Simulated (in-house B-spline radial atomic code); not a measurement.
The numbers below are computed, except where a source is named.
Kr in an electron gas of r_s = 2.2: phase shifts, screening, friction and resistivity

A nucleus sits in a uniform electron gas with a rigid positive background. The Kohn-Sham equations are solved self-consistently in the spin-unpolarised LDA (PW92), non-relativistic, on B-splines with outgoing waves at the boundary and partial waves to l = 8. The model has no lattice, no bands and no magnetic solution. Atomic units; δ_l are the phase shifts at the Fermi level, counted so that each bound state adds π, and good to about 0.0005.

The density parameter is r_s = 2.2 bohr, near that of the valence electrons of Ga (3 per atom, density 5.91 g/cm³, mass 69.72 u, which gives r_s = 2.19).

```csv
l,δ_l (rad)
0,11.1159
1,8.5468
2,3.8540
3,0.0617
4,0.0082
5,0.0016
6,0.0002
7,0.0002
8,0.0001
```

Bound levels below the band bottom (hartree): s -9.045, p -6.816, d -2.804, s -0.5834, p -0.1245 and deeper ones.

(1) Check the Friedel sum rule, and say where the screening charge sits.

(2) Find the transport cross section and the electronic stopping of a 2 keV Kr ion (mass 83.8 u).

(3) What residual resistivity would 1 atomic per cent of such centres give in Ga?

(4) On a substitutional site the background of one host ion, a sphere holding 3 charges, is taken out. The phase shifts for l = 0 to 4 become 10.7905, 8.2692, 3.2626, -0.0046, -0.0032. What follows?

Results:

(1) k_F = (9π/4)^(1/3)/r_s = 0.87234. The rule is Z = (2/π) Σ (2l + 1) δ_l. The terms are s 7.077, p 16.323, d 12.268, f 0.275 and 0.063 beyond, in all 36.005 against Z = 36. Bound states hold 8 s, 18 p, 10 d electrons, so the scattering states carry 0.01 in all; where a term is smaller than its bound count, the bound level has drawn weight out of the band.

(2) σ_tr = (4π/k_F²) Σ (l + 1) sin²(δ_l − δ_(l+1)). The terms for l = 0 to 3 are 0.2935, 1.9992, 1.1008, 0.0114, all together 3.4052, so σ_tr = 16.513 × 3.4052 = 56.231 bohr². With n = 3/(4π r_s³) = 0.02242, the friction coefficient is Q = n k_F σ_tr = 1.0998. For v well below v_F = 0.872, dE/dx = Q v; with 24801 eV per u at v = 1, v = √(2000/(24801 × 83.8)) = 0.0310, so dE/dx = 0.03412 hartree/bohr = 17.5 eV/nm. The largest term couples the p and d waves.

(3) Δρ = k_F n_i σ_tr/n in atomic units of 21.74 μΩ·cm. With one host atom per 3 electrons, n_i/n = 0.01/3, so Δρ = 0.8723 × 0.00333 × 56.231 × 21.74 = 3.55 μΩ·cm. This is an atom added to the gas, as on an interstitial site.

(4) The Friedel sum is now 33.01, for Z − 3 = 33. The sum in σ_tr is 2.2168, so σ_tr = 36.61 bohr² and Δρ = 2.31 μΩ·cm per atomic per cent, 0.65 times the value above. A real host ion scatters too, so this model doesn't give zero even for the host's own atom.
